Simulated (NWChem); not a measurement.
AlSiH₅; SMILES [AlH2][SiH3]

All runs: NWChem. Pople sets run with spherical d functions. The geometry was optimised at PBE-D3(BJ)/def2-SVP. Vertical excitations in the gas phase.

**Question.** Predict the results for PBE0/6-31+G*, TDA. Quantities: lowest excitation, singlet (eV); oscillator strength of that lowest state; orbital gap (eV).

**Answer.** 
```
Quantity                                  Value
----------------------------------------  -----
lowest excitation, singlet (eV)            4.21
oscillator strength of that lowest state  0.005
orbital gap (eV)                           5.53
```
